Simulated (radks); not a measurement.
The numbers below are computed, except where a source is named.
All-electron atom: Br IV in [Ar] 3d10 4s2 4p1 6d1 (not the ground configuration). Level of theory: Dirac Kohn-Sham, PBE, spin-unpolarised, spherical densities, finite nucleus; open shells fill j = l - 1/2 first; Fermi nuclear charge, rms radius 4.1629 fm (a radial shooting solver on a logarithmic mesh with Libxc functionals).

Unscreened Slater integrals over Kohn-Sham orbitals (hartree). Large and small components are both included. Empty in this configuration: 4p3/2.

F0(6d3/2,6d3/2): 0.10832
F2(6d3/2,6d3/2): 0.056667
F0(6d3/2,4p1/2): 0.15306
G1(6d3/2,4p1/2): 0.015055
F0(6d3/2,4s1/2): 0.15477
G2(6d3/2,4s1/2): 0.014318
F0(6d3/2,3d5/2): 0.16414
F2(6d3/2,3d5/2): 0.012214
G2(6d3/2,3d5/2): 0.0049879
G4(6d3/2,3d5/2): 0.0037386
F0(6d3/2,4p3/2): 0.15283
F2(6d3/2,4p3/2): 0.026777
G1(6d3/2,4p3/2): 0.014730
G3(6d3/2,4p3/2): 0.011084
F0(4p1/2,4p1/2): 0.53457
F0(4p1/2,4s1/2): 0.56225
G1(4p1/2,4s1/2): 0.38281
F0(4p1/2,3d5/2): 0.68625
G3(4p1/2,3d5/2): 0.051791
F0(4p1/2,4p3/2): 0.53077
G2(4p1/2,4p3/2): 0.28264
F0(4s1/2,4s1/2): 0.59575
F0(4s1/2,3d5/2): 0.75309
G2(4s1/2,3d5/2): 0.070126
F0(4s1/2,4p3/2): 0.55766
G1(4s1/2,4p3/2): 0.37692
F0(3d5/2,3d5/2): 1.5618
F2(3d5/2,3d5/2): 0.74791
F4(3d5/2,3d5/2): 0.47052
F0(3d5/2,4p3/2): 0.67762
F2(3d5/2,4p3/2): 0.15477
G1(3d5/2,4p3/2): 0.053900
G3(3d5/2,4p3/2): 0.050140
F0(4p3/2,4p3/2): 0.52707
F2(4p3/2,4p3/2): 0.28094
